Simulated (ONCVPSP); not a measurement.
**What the settings do to the ONCV potential of arsenic (As)**

Base potential:

```
Element                 : arsenic (As)
Generator               : ONCVPSP 4.0.1
Type                    : optimised norm-conserving Vanderbilt (ONCV)
Functional              : LDA (Perdew-Zunger)
Relativity              : scalar-relativistic
Frozen core             : [Ne]
Valence charge          : 23
Reference configuration : 3s2 3p6 3d10 4s2 4p3
Partial waves           : 3s+4s: rc 0.95 bohr, ncon 5, nbas 9, qcut 16.4 1/bohr, 2 projectors; 3p+4p: rc 0.95 bohr, ncon 4, nbas 7, qcut 16.8 1/bohr, 2 projectors; 3d: rc 1.00 bohr, ncon 4, nbas 8, qcut 17.5 1/bohr, 2 projectors, debl 2 Ha
Local potential         : polynomial inside 0.60 bohr (lpopt 5, dvloc0 0 Ha)
Core correction         : none
```

Cutoffs, loose and tight: the cutoffs (Ha) at which the residual kinetic energy of the hardest occupied pseudo-wave falls to 1 and 0.1 mHa per electron. They do not see the model core or the augmentation charge, which bear on the density cutoff. Test errors are all-electron minus pseudo excitation energies from the reference, over the configurations 3s2 3p6 3d10 4s2 4p2; 3s2 3p6 3d10 4s2 4p1; 3s2 3p6 3d10 4s2 4p0; 3s2 3p6 3d10 4s1 4p0. A dash means not determined; rows that change the core or the reference have their own tests.

| change | outcome | cutoff, loose | cutoff, tight | bound ghosts | GHOST(+) flags above zero | largest test error (meV) |
| --- | --- | --- | --- | --- | --- | --- |
| base | generated | 115 Ha | 128 Ha | none | s | -8.0 |
| core correction Teter function, fcfact 1.75, rcfact 1.35 | generated | 115 Ha | 128 Ha | none | s | -8.1 |
| local potential polynomial inside 0.60 bohr (lpopt 5, dvloc0 5 Ha) | generated | 115 Ha | 128 Ha | none | none | -7.8 |
| local potential polynomial inside 0.75 bohr (lpopt 5, dvloc0 2 Ha) | generated | 115 Ha | 128 Ha | none | none | -7.6 |

**Question.** What comes out with this change to the base: functional PBEsol; d: rc 0.95, qcut 18.4?

**Answer.** outcome: generated; cutoff, loose: 126 Ha; cutoff, tight: 141 Ha; bound ghosts: none; GHOST(+) flags above zero: s; largest test error (meV): -7.6.
